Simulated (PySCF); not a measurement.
Species: C2H9ClFSi3 (doublet state).
Z-matrix (Å and degrees, GFN2-xTB geometry), rows numbered from 1:
```
C 
C   1  1.5161
F   2  1.4013  1  108.82
Si  2  1.9376  1  115.25  3   119.11
Si  4  2.2957  2  108.01  1  -148.74
Si  5  2.3422  4  125.93  2   -37.65
Cl  5  2.0805  4  103.40  2  -161.50
H   1  1.0859  2  109.25  3   179.63
H   1  1.0888  2  111.09  3    59.36
H   1  1.0870  2  110.05  3   -60.88
H   2  1.0975  1  109.71  3  -113.63
H   4  1.4787  2  102.40  1    74.59
H   5  1.4771  4  105.20  2    92.02
H   6  1.4684  5  111.08  4   -65.52
H   6  1.4624  5  107.14  4    52.21
H   6  1.4677  5  115.28  4   172.47
```

The hyperfine couplings belong to this conformer and change with its torsions.

Identity: `C[C@@H](F)[SiH][Si@H]([SiH3])Cl` [radical].

Method: UKS B3LYP, pcH-1 on C Cl F H Si, non-relativistic, mean-field spin-orbit, GIAO (PySCF). The structure is a single GFN2-xTB conformer in the gas phase; no vibrational or solvent corrections. Couplings are sensitive to structure, and on GFN2-xTB geometries they can be far from those on DFT ones, by a factor of two or more for some ions and for spin on atoms past the first row. Stability of the SCF solution: not tested.

(1) What is the g tensor, term by term?

(2) What effective moment and Curie constant follow for a powder?

(3) At 33.85 GHz, how far is the centre of the isotropic spectrum from where a free electron (g = 2.002319) resonates?

(4) In a frozen sample, at which fields do the three g values resonate at 9.5, 34, 94 and 263 GHz (hyperfine left aside), and which band first spreads them over more than twice a line width of 1.0 mT?

Answers

(1) 
```csv
Δg (ppm),1,2,3
relativistic mass correction,-130,-130,-130
gauge correction,6,42,44
orbital Zeeman/spin–orbit,21,1557,3470
total,-104,1468,3385
```

So g = 2.00222, 2.00379, 2.00570 and g_iso = 2.00390; the tensor is rhombic: the two nearest values differ by 45 % of g3 − g1. Axes: g2 points within 10° of the Si4–Si5 bond.

(2) With the mean of g² = 4.0156 and S(S+1) = 0.75: μ_eff = √(⟨g²⟩S(S+1)) = 1.735 μB and χT = 0.12505·⟨g²⟩·S(S+1) = 0.377 cm³ K/mol (cgs; spin-Hamiltonian part alone).

(3) B = hν/(g μB) with μB/h = 13.99624 MHz/mT gives 1207.85 mT for the free electron and 1206.90 mT at g_iso, 0.95 mT lower.

(4) 
| band | GHz | B(g3) mT | B(g2) mT | B(g1) mT | spread mT |
| --- | --- | --- | --- | --- | --- |
| X | 9.5 | 338.41 | 338.74 | 339.00 | 0.59 |
| Q | 34.0 | 1211.16 | 1212.32 | 1213.27 | 2.11 |
| W | 94.0 | 3348.49 | 3351.70 | 3354.33 | 5.83 |
| J | 263.0 | 9368.66 | 9377.62 | 9384.98 | 16.32 |

The spread grows in proportion to the frequency. Q band is the first where it exceeds 2.0 mT.

The largest Mulliken spin population is on Si4 (+0.94). The angles at Si4 add up to 337.9°, so it is pyramidal.

The HOMO–LUMO gaps are 4.71 eV among the α and 4.37 eV among the β orbitals.
